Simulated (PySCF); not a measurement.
Vertical excitations of a molecule C₂H₇F₂NSi from TDA-PBE/def2-SVPD (PySCF), as energy in eV (oscillator strength): 6.28 (0.042), 7.15 (0.017), 7.22 (0.026), 7.45 (0.004), 7.55 (0.009), 7.90 (0.002), 8.08 (0.001), 8.10 (0.039), 8.34 (0.043), 8.43 (0.022). Lowest triplet (TDA): 5.99 eV. Geometry optimised at B3LYP-D3(BJ)/def2-SVP. One conformer was computed; it need not be the lowest.

Task: Which molecule gave these data?
(A) NC[Si@@H](F)CF
(B) C[C@@H](F)[Si@@H](N)F
(C) C[Si@H](N)C(F)F
(D) CC[Si](N)(F)F

Result: D, CC[Si](N)(F)F
